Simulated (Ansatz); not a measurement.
`[SiH3][SiH]1CS1` → `C1[SiH2]S1` + `[SiH2]`  (silylene loss)

Program: Ansatz. Geometries: PBE0-D4/def2-TZVP. ΔE: electronic, gas phase. CCSD(T)/CBS adds triple-zeta CCSD(T) − MP2 to the extrapolated MP2 energy (def2 sets, frozen cores). This one scheme is used for every species. Functionals use def2-TZVPP.

| species | r2SCAN energy (Eh) |
| --- | --- |
| `[SiH3][SiH]1CS1` | -1018.82974 |
| `C1[SiH2]S1` | -728.14963 |
| `[SiH2]` | -290.57857 |

(1) Work out ΔE.

Largest T1 diagnostic among the species: 0.014.

Answers

(1) ΔE = (-728.14963) + (-290.57857) − (-1018.82974) = 0.10154 Eh = +266.6 kJ/mol. CCSD(T)/CBS gives +244.9 kJ/mol.

Leaving LDA and LC-ωPBE aside and taking each functional with its dispersion term where it has one, the values, not all of them listed here, spread over 34.4 kJ/mol, from BLYP-D4 to r2SCAN-D4. LDA lies +31.5 kJ/mol from PBE without D4. At CCSD(T), def2-SVP lies −18.2 kJ/mol from the extrapolated value and def2-TZVPP −6.9 kJ/mol.
